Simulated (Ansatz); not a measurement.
Total energies of B4N4H14, a cluster cut from wurtzite BN (hydrogen-capped) from Ansatz at PBE-D4/def2-SVP, gas phase (1 Eh = 27.2114 eV = 2625.5 kJ/mol). The reference geometry is relaxed at PBE0-D4/def2-SVP.

```xyz
22

B     0.3628   -0.6814   -1.4990
N    -0.0933    0.8670   -1.3786
B    -1.4341   -0.8165    0.3457
N    -0.0030   -1.2790   -0.0966
N    -1.1978    0.7009    0.8573
B     0.0032    1.3653    0.1030
B     1.0659   -0.8699    0.9745
N     1.2962    0.7073    0.6930
H    -0.2559   -1.2104   -2.4101
H     1.5770   -0.6818   -1.6960
H    -1.0590    0.9436   -1.7008
H     0.4583    1.4418   -2.0129
H    -2.2117   -0.7559   -0.6054
H    -1.8786   -1.4841    1.2673
H    -0.0055   -2.2934   -0.1732
H    -2.0570    1.2384    0.7583
H    -0.9983    0.6755    1.8583
H     0.0062    2.5850    0.1951
H     2.1255   -1.4605    0.8289
H     0.6292   -0.9684    2.1202
H     2.0627    0.8063    0.0259
H     1.6072    1.1703    1.5451
```

```
                state   geometry  energy (Eh)
     charge 0 singlet  reference   -326.38351
    charge -1 doublet  reference   -326.31282
free B atom (doublet)          –    -24.58153
free N atom (quartet)          –    -54.46658
free H atom (doublet)          –     -0.49863
```

Work out the vertical electron affinity, to the doublet.

E(charge 0 singlet) − E(charge -1 doublet) = -326.38351 − (-326.31282) = -0.07069 Eh = -1.92 eV; negative, so the extra electron isn't bound. The basis lacks diffuse functions, which makes affinities too small.

What is the binding energy per atom against free atoms?

Atoms: 4 × (-24.58153) + 4 × (-54.46658) + 14 × (-0.49863) = -323.17326 Eh. Binding: -323.17326 − (-326.38351) = 3.21025 Eh = 87.36 eV, or 3.97 eV for each of 22 atoms (no zero-point energy, no counterpoise term).

At PBE-D4/def2-SVP the highest occupied level of the charge -1 doublet lies above zero (up to 3.95 eV). By energy differences it is unbound by 1.92 eV (vertical, against the charge 0 singlet, at PBE-D4/def2-SVP) and held by the finite basis.
